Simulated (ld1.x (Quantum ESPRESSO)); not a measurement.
Values are calculated unless marked as measured or tabulated.
**Pseudopotentials across the periodic table**

Generated with ld1.x 7.5 (TM, RRKJ, ultrasoft, PAW), atompaw 4.2 or ONCVPSP 4.0.1. The cutoff is in Ry: for ld1.x and atompaw files where the sum of valence levels is converged to 10 mRy in a Bessel basis, for ONCV files where the hardest occupied wave has 1 mHa per electron of residual kinetic energy. The error is the largest all-electron minus pseudo excitation energy over each file’s own four to seven test configurations (ionisations up to +4, promotions, holes and added fractions of an electron), all of which were solved. The labels leave out finer settings (local radius, basis sizes, second energies), which also bear on the numbers. Spin-polarised tests are not counted. The rows are a selection from randomly drawn settings: files with unsolved tests, undetermined cutoffs or missed reference levels are left out.

| element | potential | cutoff (Ry) | largest error (meV) | bound ghosts |
| --- | --- | --- | --- | --- |
| F | RRKJ, LDA (PZ), non-relativistic, rc 0.80/0.85 (sp), local s, core correction yes, reference 2s1.5 2p5.5 | 160 | +124 | none |
| F | PAW, PBE, scalar-relativistic, rc 0.70/1.40 (sp), local smoothed, core correction yes, reference 2s2 2p5 | 60 | -6.5 | none |
| Mn | PAW, PBE, scalar-relativistic, rc 2.20/1.45/1.40 (spd), local smoothed, core correction yes, reference 3p6 3d5 4s2 4p0 | 55 | -40 | none |

(1) Fill in the row for W: TM, LDA (PZ), scalar-relativistic, rc 2.20/3.30/1.85 (spd), local s, core correction yes, reference 5d4 6s1 6p1.

(2) Fill in the row for F: PAW, PBE, non-relativistic, rc 0.90/1.70 (sp), local smoothed, core correction yes, reference 2s2 2p5.

(3) Fill in the row for Ta: TM, PBE, scalar-relativistic, rc 2.60/4.15/2.00 (spd), local smoothed, core correction no, reference 5d3 6s1 6p1.

Answers

(1) cutoff 30 Ry, largest error -109 meV, bound ghosts: none.

(2) cutoff 30 Ry, largest error +1181 meV, bound ghosts: none.

(3) cutoff 30 Ry, largest error +78 meV, bound ghosts: none.
